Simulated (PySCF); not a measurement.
Calculation: PBE-D3(BJ)/def2-TZVP // PBE0-D3(BJ)/def2-TZVP run with PySCF 2.14.0. Gas-phase values, no solvent. Excitations are Tamm–Dancoff values on a coarser integration grid. The basis has no diffuse functions, so Rydberg states are missing or too high.

Reference species (SMILES): `[SiH2]=C` (neutral, multiplicity 1).

The HOMO comes out as -5.67 eV. The brightest of the four lowest singlets (TDA) comes out as 5.63 eV. The HOMO–LUMO gap is 3.60 eV. The LUMO is -2.07 eV.

After one change: the HOMO stays essentially unchanged; the brightest of the four lowest singlets (TDA) falls by 0.38 eV; the HOMO–LUMO gap decreases by 0.26 eV; the LUMO decreases by 0.27 eV.

Task: Name the change that produced these shifts. The new species is one of these.
A) `C=[SiH]C=O` (C–Si–C–O torsion 0°)
B) `C=[SiH]C1CC1` (C–Si–C–C torsion 0°)
C) `C=[SiH]C(C)C` (C–Si–C–C torsion 125°)
D) `C=[SiH][SiH3]`

Result: D, `C=[SiH][SiH3]`
